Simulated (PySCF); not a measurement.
Si(GeH3)(OMe)3, SMILES CO[Si]([GeH3])(OC)OC, singlet, GFN2-xTB optimised geometry.

```
20

C      0.89    -2.13     0.67
O     -0.07    -1.25     1.17
Si     0.21     0.26     1.67
Ge     1.23     1.53     0.00
O     -1.21     0.90     2.11
C     -2.27     1.18     1.25
O      1.14     0.17     2.99
C      1.64     1.27     3.70
H      1.56    -2.46     1.47
H      1.49    -1.65    -0.11
H      0.37    -2.99     0.25
H      0.91     1.13    -1.41
H      0.91     2.99     0.00
H      2.73     1.53     0.00
H     -3.00     1.77     1.80
H     -2.73     0.26     0.91
H     -1.92     1.75     0.38
H      0.83     1.77     4.24
H      2.38     0.89     4.42
H      2.12     1.98     3.03
```

Density from CAM-B3LYP/def2-SVP in PySCF 2.14.0 at that geometry.

Minimum of the electron density along straight lines between bonded atoms, close to the bond critical point (lines longer than 1.1 times the sum of covalent radii, or with two minima, are not listed):

| bond | length / Å | ρ at the minimum / e bohr⁻³ | ∇²ρ there / e bohr⁻⁵ | position (fraction from the first atom) |
|---|---|---|---|---|
| C1–O2 | 1.398 | 0.256 | -0.29 | 0.34 |
| O2–Si3 | 1.617 | 0.133 | 1.12 | 0.59 |
| Si3–Ge4 | 2.333 | ___ | ___ | 0.34 |
| Si3–O5 | 1.617 | 0.133 | 1.12 | 0.41 |
| O5–C6 | 1.398 | 0.256 | -0.29 | 0.66 |
| Si3–O7 | 1.617 | 0.133 | 1.12 | 0.41 |
| O7–C8 | 1.398 | 0.256 | -0.29 | 0.66 |
| C1–H9 | 1.091 | 0.284 | -1.10 | 0.64 |
| C1–H10 | 1.096 | 0.280 | -1.06 | 0.63 |
| C1–H11 | 1.090 | 0.284 | -1.11 | 0.64 |
| Ge4–H12 | 1.502 | 0.139 | 0.08 | 0.59 |
| Ge4–H13 | 1.502 | 0.139 | 0.08 | 0.59 |
| Ge4–H14 | 1.502 | 0.139 | 0.08 | 0.59 |
| C6–H15 | 1.090 | 0.284 | -1.11 | 0.64 |
| C6–H16 | 1.091 | 0.284 | -1.10 | 0.64 |
| C6–H17 | 1.096 | 0.280 | -1.06 | 0.63 |
| C8–H18 | 1.091 | 0.284 | -1.10 | 0.64 |
| C8–H19 | 1.090 | 0.284 | -1.11 | 0.64 |
| C8–H20 | 1.096 | 0.280 | -1.06 | 0.63 |

**Question.** Fill in the missing entries.

**Answer.** 
- Si3–Ge4, ρ at the minimum / e bohr⁻³: 0.097
- Si3–Ge4, ∇²ρ there / e bohr⁻⁵: -0.04
